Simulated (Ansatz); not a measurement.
A barrier at the coupled-cluster level

Start structure (SnSiH$_{8}$S, closed shell), relaxed at PBE0-D4/def2-TZVP:

```tsv
atom	x (Å)	y (Å)	z (Å)
Sn1	-1.0801	-0.6747	-0.9828
Si2	1.0567	-1.2994	0.2823
H3	-1.4821	-1.9528	-2.0506
H4	-2.3993	-0.4423	0.0713
H5	-0.8631	0.7296	-1.9284
H6	0.5134	2.3184	1.8686
S7	-0.5185	2.6031	1.0602
H8	1.3855	-0.2988	1.3312
H9	2.2015	-1.3808	-0.6643
H10	0.8927	-2.6266	0.9336
H11	0.2933	3.0243	0.0791
```

The step: SnSiH₆ ([SiH3][SnH3]) + H₂S → SnH₄S ([SH][SnH3]) + SiH₄; bonds formed: Sn1–S7, Si2–H6; bonds broken: Sn1–Si2, H6–S7. Computed with Ansatz 0.2.0 (basis: def2-TZVPP and def2-QZVPP); correlated methods freeze the cores. Filled d shells of the heavier atoms are correlated. Core potentials replace the inner electrons of the atoms past krypton. The def2 sets are not built for correlating such inner shells, so the correlated values are less sure here. Extrapolation: Hartree–Fock as exp(−7.88 √X), correlation as X^−2.97. Energies below are by CCSD(T) at an estimated basis limit (MP2 extrapolated from triple and quadruple zeta, plus CCSD(T) − MP2 in triple zeta).

**Question.** What are the electronic barrier and the energy of the step, from the start structure to the end structure? (Judge from chemistry; the value comes from the calculation.)

**Answer.** The calculation gives: Barrier 49.49 kcal/mol; step energy -7.57 kcal/mol (downhill); reverse barrier, their difference, 57.06 kcal/mol. Barrier and step energy count from the start structure, the reverse barrier from the end structure.

The saddle point: One imaginary mode of 1266i cm⁻¹.
```csv
pair,start (Å),saddle (Å),end (Å)
Sn1–S7,3.90,2.77,2.40
Si2–H6,3.99,1.84,1.48
Sn1–Si2,2.56,2.91,4.19
H6–S7,1.34,1.70,3.81
```

Zero-point energy (harmonic, PBE0-D4): ZPE is 37.98 kcal/mol at the start and 36.48 kcal/mol at the saddle, so the barrier goes from 49.49 to 47.99 kcal/mol.

No T1 diagnostic of these runs exceeds 0.016. The start structure is not quite a true minimum (one mode of 33i cm⁻¹).

Labels in which every atom is bracketed show which atoms are joined, not bond orders.

For scale, one of the runs: CCSD(T)/def2-TZVPP, 246 basis functions, launched by `ansatz run in.yaml --threads 4 --pin off --events-out ev --progress --plain --max-ram 9574MiB`. Hardware: 4 CPU threads of an Intel Xeon, shared host. Wall time 2.7 min; peak host memory 5 GiB.
